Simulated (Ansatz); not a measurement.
Basis sets compared for (BeO)6 prism (Be₆O₆). The state is a singlet with charge 0. Geometry r2SCAN-D4/def2-SVP. Ansatz on 4 threads of Arm Neoverse V1 on a shared host; times are rough, and most runs start from earlier orbitals.

| atom | x (Å) | y (Å) | z (Å) |
| --- | --- | --- | --- |
| Be1 | 0.897 | -0.827 | -1.117 |
| Be2 | 1.177 | 0.906 | 0.729 |
| Be3 | -0.712 | 1.140 | -0.962 |
| Be4 | -1.177 | -0.906 | -0.729 |
| Be5 | 0.712 | -1.140 | 0.962 |
| Be6 | -0.897 | 0.827 | 1.117 |
| O7 | 1.851 | -0.321 | 0.021 |
| O8 | 0.061 | 1.868 | 0.192 |
| O9 | -0.251 | -0.059 | -1.861 |
| O10 | -0.061 | -1.868 | -0.192 |
| O11 | 0.251 | 0.059 | 1.861 |
| O12 | -1.851 | 0.321 | -0.021 |

Another isomer (singlet) lies 0.03 eV lower at PBE-D4/def2-SVP; other spin states weren't run for this one.

Binding counts from free atoms (Be singlet, O triplet) in the same basis, without a counterpoise term.

| level | functions | energy (Eh) | HOMO (eV) | LUMO (eV) | binding per atom (eV) | wall time |
| --- | --- | --- | --- | --- | --- | --- |
| PBE-D4/def2-SVP | 138 | -539.5021 | -7.19 | -2.03 | 5.31 | 2.6 s |
| PBE0-D4/def2-SVP | 138 | -539.5160 | -8.77 | -1.18 | 5.11 | 4.4 s |

Problem. Estimate the rows for PBE-D4/def2-TZVP (with forces), PBE0-D4/def2-TZVP.

Solution. 
| level | functions | energy (Eh) | HOMO (eV) | LUMO (eV) | binding per atom (eV) | wall time |
| --- | --- | --- | --- | --- | --- | --- |
| PBE-D4/def2-TZVP (with forces) | 300 | -540.1622 | -6.81 | -2.01 | 5.29 | 8 s |
| PBE0-D4/def2-TZVP | 300 | -540.1819 | -8.33 | -1.21 | 5.12 | 13 s |
